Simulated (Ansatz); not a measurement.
Geometry optimisation, UKS r2SCAN/6-31G* in Ansatz 0.2.0.

The input (input.yaml):

```yaml
crystal:
  periodic: [false, false, false]
  atoms:
    - { symbol: Al, position_ang: [-1.1292, -0.7641, -1.0897] }
    - { symbol: Cl, position_ang: [1.2037, 0.3138, -1.4905] }
    - { symbol: H, position_ang: [-0.9874, -2.2868, -1.0759] }
    - { symbol: H, position_ang: [-2.2297, -0.037, -1.8674] }
    - { symbol: H, position_ang: [-0.0223, 0.5356, 1.2744] }
    - { symbol: F, position_ang: [-0.9997, -0.0551, 0.8931] }
    - { symbol: H, position_ang: [1.3524, 0.8948, 0.1569] }
    - { symbol: O, position_ang: [1.1364, 1.0427, 1.399] }
    - { symbol: H, position_ang: [1.6757, 0.3561, 1.8] }
magnetization:
  spin_polarized: true
basis:
  gaussian: { orbitals: "6-31G*" }
hamiltonian:
  xc: r2scan
relax:
  f_tol: 0.15
  max_steps: 25
  restrain:
    - { distance: [0, 5], at: 3.08, k: 30.0 }
    - { distance: [4, 7], at: 2.27, k: 30.0 }
    - { distance: [6, 1], at: 2.63, k: 30.0 }
    - { distance: [0, 1], at: 2.23, k: 30.0 }
    - { distance: [4, 5], at: 0.88, k: 30.0 }
    - { distance: [6, 7], at: 0.97, k: 30.0 }
```

Launched with:

```bash
$ ansatz run input.yaml --threads 2 --pin off --max-ram 3072MiB --backend cpu --events-out ev --progress --plain --runs-dir out
```

Q: Where does it end, and by what steps?

A: It converged. The restraints hold the end off the free minimum. After 11 steps the energy has risen by 0.134 eV (the restraints' own energy left out); H5 moved furthest, 0.66 Å. Parted: Al1–F6. Joined: H5–F6, H7–O8.

| step | energy less start (eV) | largest force component (eV/Å) | accepted |
| --- | --- | --- | --- |
| 0 | 0.0000 | 3.153 | yes |
| 1 | -0.1393 | 3.022 | yes |
| 2 | 0.4075 | 7.063 | yes |
| 3 | 0.3472 | 2.547 | yes |
| 4 | 0.2001 | 1.552 | yes |
| 5 | 0.2073 | 1.911 | no |
| 6 | 0.1635 | 1.060 | yes |
| 7 | 0.1429 | 1.321 | yes |
| 8 | 0.1350 | 1.449 | yes |
| 9 | 0.1708 | 1.102 | no |
| 10 | 0.1279 | 1.269 | yes |
| 11 | 0.1339 | 1.527 | yes |

```xyz
9
Properties=species:S:1:pos:R:3
Al -1.004 -0.893 -1.547
Cl 0.979 0.059 -1.655
H -0.983 -2.410 -1.114
H -2.199 -0.029 -2.104
H -0.603 0.471 1.584
F -1.395 0.074 1.335
H 1.588 1.365 0.545
O 1.561 1.098 1.478
H 2.056 0.265 1.478
```

Time of the run: 96 s on 2 threads of Arm Neoverse N1, with other jobs on the host, peak memory 0.22 GiB.
